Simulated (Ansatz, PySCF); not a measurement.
F3OTa, SMILES [O]=[Ta]([F])([F])[F] (connectivity only; charge and spin as stated), charge -1, multiplicity 2. Atoms are numbered in the order given.

```xyz
5

Ta     0.0765     0.0340     0.0000
O     -0.7045     1.6168     0.0000
F      0.6313    -0.1861     1.8592
F      0.6313    -0.1861    -1.8592
F     -0.7437    -1.7790     0.0000
```
Charge -1, spin multiplicity 2.

The structure is a stationary point at B3LYP-D3(BJ)/def2-SVPD. The spin state was assumed, not searched. The isomer is the one that the SMILES or the coordinates give; other isomers of the formula were not compared. The def2 effective core potentials stand for the cores of Ta; spin–orbit coupling is left out.

Two levels are set side by side: PBE-D3(BJ)/def2-SVPD (Ansatz, a quantum-chemistry and plane-wave program) and B3LYP-D3(BJ)/def2-SVPD (Ansatz). Each level has its own optimised geometry; the coordinates shown are those of the second. Frequencies come from the Hessian of PySCF at each geometry. Differences are taken from unrounded values.

| quantity | B3LYP-D3(BJ) | PBE-D3(BJ) | PBE-D3(BJ) minus B3LYP-D3(BJ) |
|---|---|---|---|
| mean bond length (Å) | 1.915 | 1.917 | 0.002 |
| bond Ta1–O2 (Å) | 1.765 | 1.770 | 0.005 |
| bond Ta1–F3 (Å) | 1.953 | 1.954 | 0.002 |
| bond Ta1–F4 (Å) | 1.953 | 1.954 | 0.002 |
| bond Ta1–F5 (Å) | 1.990 | 1.990 | 0.000 |
| highest harmonic wavenumber (cm⁻¹) | 911 | 889 | -22 |
| mean harmonic wavenumber (cm⁻¹) | 386 | 377 | -9 |
| zero-point energy (kcal/mol) | 4.97 | 4.85 | -0.12 |
